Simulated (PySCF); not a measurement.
Molecule: `C(=C)n1nc(C)c(F)n1`, C5H6FN3.

Bonds (- single, = double, # triple, : aromatic): C1=C2, C2-N3, N3:N4, N4:C5, C5-C6, C5:C7, C7-F8, C7:N9, N9:N3. C1 carries H10, H11; C2 carries H12; C6 carries H13, H14, H15. H11 is cis to N3; H10 is trans to N3.

Frames of a GFN2-xTB Langevin trajectory at 300 K; GIAO PBE0/pcSseg-1 shieldings in PySCF, gas phase, non-relativistic; equivalent atoms averaged within each frame.

Shifts are taken against calculated references (same method and geometry level): 13C (186.93 ppm) and 1H (31.72 ppm) against TMS; 15N (267.73 ppm) vs NH3; CFCl3 for 19F (170.95 ppm). The references are static minima.

How do the shifts (ppm) fluctuate along the trajectory?

Results:


| time (fs) | C7 | C2 | C5 | C1 | C6 | N4 | N9 | N3 | F8 | H12 |
| --- | --- | --- | --- | --- | --- | --- | --- | --- | --- | --- |
| optimised geometry | 171.4 | 139.6 | 134.2 | 108.6 | 9.8 | 370.1 | 320.0 | 264.7 | -157.3 | 7.21 |
| 250 | 167.5 | 138.1 | 134.1 | 109.1 | 15.7 | 360.8 | 306.7 | 251.6 | -154.8 | 7.70 |
| 425 | 167.0 | 131.7 | 137.3 | 109.4 | 13.8 | 393.8 | 327.7 | 258.3 | -150.9 | 7.75 |
| 625 | 170.3 | 145.0 | 139.2 | 105.1 | 14.1 | 373.6 | 307.4 | 263.8 | -146.6 | 9.10 |
| 800 | 173.5 | 138.8 | 136.6 | 112.5 | 14.5 | 357.7 | 317.7 | 249.2 | -159.2 | 7.05 |
| 1000 | 179.8 | 140.6 | 138.4 | 108.7 | 8.5 | 378.3 | 328.0 | 263.4 | -143.3 | 7.43 |
| mean of frames | 171.6 | 138.8 | 137.1 | 108.9 | 13.3 | 372.8 | 317.5 | 257.3 | -150.9 | 7.81 |
| standard deviation | 5.3 | 4.8 | 2.0 | 2.6 | 2.8 | 14.5 | 10.4 | 6.7 | 6.3 | 0.78 |

5 frames give an uncertainty of the mean of about the standard deviation over 2.2 at best, since frames this close in time may not be independent; classical motion lacks zero-point vibration, and the reference would need the same averaging.
